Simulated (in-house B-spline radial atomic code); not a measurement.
Values are calculated unless marked as measured or tabulated.
## Weak and strong correlation along the adiabatic connection

Two-electron singlets in several external potentials (atomic units), by full CI in B-splines with partial waves to l = 8 (correlation energies up to 0.6 % small). The repulsion is scaled by λ at fixed density; W(λ) is the mean repulsion less the Hartree energy, W(0) = E_x, and the area under W from 0 to 1 is E_xc.

One system gave this curve:

| λ | W (hartree) |
| --- | --- |
| 0 | -0.24951 |
| 0.02 | -0.25203 |
| 0.05 | -0.25561 |
| 0.12 | -0.26316 |
| 0.25 | -0.2746 |
| 0.4 | -0.28463 |
| 0.6 | -0.29438 |
| 0.8 | -0.30141 |
| 1 | -0.30669 |
| 1.4 | -0.31404 |
| 2 | -0.32083 |
| 3 | -0.32728 |
| 4.5 | -0.33259 |
| 7 | -0.33736 |
| 10 | -0.34064 |

Question: Which system is it?
A. ω²r²/2 − Z/r, ω = 0.21, Z = -1
B. ω²r²/2 − Z/r, ω = 0.0733, Z = 2
C. −Z exp(−kr)/r, Z = 3.43, k = 0.898
D. −Z/r, Z = 7.35, wall at 0.895 bohr

Answer: A. The exchange energy sets the size: ω²r²/2 − Z/r, ω = 0.21, Z = -1: E_x = -0.25, E_c = -0.0367; −Z/r, Z = 7.35, wall at 0.895 bohr: E_x = -4.4, E_c = -0.0451; −Z exp(−kr)/r, Z = 3.43, k = 0.898: E_x = -1.79, E_c = -0.0444; ω²r²/2 − Z/r, ω = 0.0733, Z = 2: E_x = -1.03, E_c = -0.042 hartree.
